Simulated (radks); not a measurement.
Initial-state core-level shifts of neutral lead when its valence configuration changes from [Hg] 6p2. All-electron calculation, Dirac Kohn-Sham, PBEsol, spin-unpolarised, spherical densities, point nucleus; open shells fill j = l - 1/2 first. Program: a radial shooting solver on a logarithmic mesh with Libxc functionals. Shifts are changes of the shell-averaged eigenvalues in eV (positive: less bound).

valence                          3p       3d       4d       5p
[Xe] 4f13 5d10 6s2 6p3      -23.868  -23.729  -19.618   -8.896
[Xe] 4f14 5d8 6s2 6p4       -12.300  -12.354  -12.114  -10.751
[Xe] 4f14 5d9 6s2 6p3        -6.131   -6.156   -6.052   -5.432
[Xe] 4f14 5d8.5 6s2 6p3.5    -9.207   -9.246   -9.078   -8.102
[Xe] 4f14 5d10 6p4           -4.055   -4.048   -4.060   -4.038
[Xe] 4f13.5 5d10 6s2 6p2.5  -11.819  -11.748   -9.746   -4.439
[Xe] 4f14 5d10 6s1.5 6p2.5   -1.082   -1.080   -1.084   -1.080
[Xe] 4f12 5d10 6s2 6p4      -48.662  -48.392  -39.737  -17.878
[Xe] 4f14 5d9.5 6s2 6p2.5    -3.066   -3.077   -3.029   -2.735
